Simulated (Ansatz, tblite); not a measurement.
Spin states of Ba₂S₂⁻ (the lowest doublet isomer of a short search), each relaxed with r2SCAN-D4/def2-SVPD in Ansatz. Electronic energies in the gas phase.

In the def2 sets Ba takes a core potential; there is no spin–orbit coupling. The xTB rows come from tblite. LC-ωPBE has ω = 0.4 bohr⁻¹. Correlated methods freeze 10 core orbitals; core or outer-core shells of Ba are correlated, in sets that lack core-valence functions. The rows differ in basis, and correlated rows in double-zeta sets carry the largest basis error. In CCSD on the charge -1 doublet the largest single amplitude is 0.55, so its Hartree–Fock determinant may place the open shell otherwise than the density functionals do. HOMO above LUMO, or a gap near zero within one spin, warns that the state may not be the lowest or that an electron is smeared out. The structure comes from a short search, and lower isomers may exist.

Doublet geometry (D2h within 0.1 Å):

```xyz
4

Ba   -1.0564    1.6177   -0.5986
Ba    1.0565   -1.6178    0.5989
S    -1.0289   -0.0329    1.7279
S     1.0289    0.0330   -1.7281
```

Quartet geometry (C2v within 0.1 Å):

Cartesian coordinates in Å:
```
Ba -0.897 -1.659 1.371
Ba 0.967 1.955 -0.825
S 1.465 -0.819 -0.104
S -1.535 0.523 -0.442
```

⟨S²⟩: doublet 0.75 at PBE0-D4/def2-TZVPD (pure 0.75), quartet 3.76 at PBE0-D4/def2-TZVPD (pure 3.75).

Run but left out: HF/def2-SVPD, HF/def2-TZVPD, MP2/def2-SVPD, MP2/def2-TZVPD (doublet: a determinant that CCSD turns far, T1 0.080).

Only these spin states were relaxed.

| level | quartet − doublet (kcal/mol) | lowest of these | remarks |
| --- | --- | --- | --- |
| GFN1-xTB | 54.6 | doublet | – |
| GFN2-xTB | 38.0 | doublet | – |
| PBE-D4/def2-TZVPD | 40.6 | doublet | HOMO above zero (doublet), HOMO above zero (quartet), gap within one spin near zero (doublet) |
| r2SCAN-D4/def2-TZVPD | 40.9 | doublet | HOMO above zero (doublet), HOMO above zero (quartet), gap within one spin near zero (doublet) |
| r2SCANh-D4/def2-TZVPD | 40.7 | doublet | HOMO above zero (doublet), HOMO above zero (quartet) |
| PBE0-D4/def2-TZVPD | 40.1 | doublet | HOMO above zero (doublet) |
| LC-ωPBE/def2-TZVPD | 40.5 | doublet | – |
| ωB97M-V/def2-TZVPD | 42.4 | doublet | – |
| B2PLYP/def2-TZVPD | 40.7 | doublet | – |
| RPA@PBE/def2-TZVPD | 34.5 | doublet | – |
| CCSD/def2-SVPD | 36.3 | doublet | large T1 (0.080) (doublet) |
| CCSD(T)/def2-SVPD | 37.3 | doublet | large T1 (0.080) (doublet) |

Change of the quartet − doublet gap on mixing in exact exchange, in kcal/mol: PBE to PBE0 (25 % exact exchange) -0.6; r2SCAN to r2SCANh (10 % exact exchange) -0.2.

The xTB methods have no spin-polarisation term.
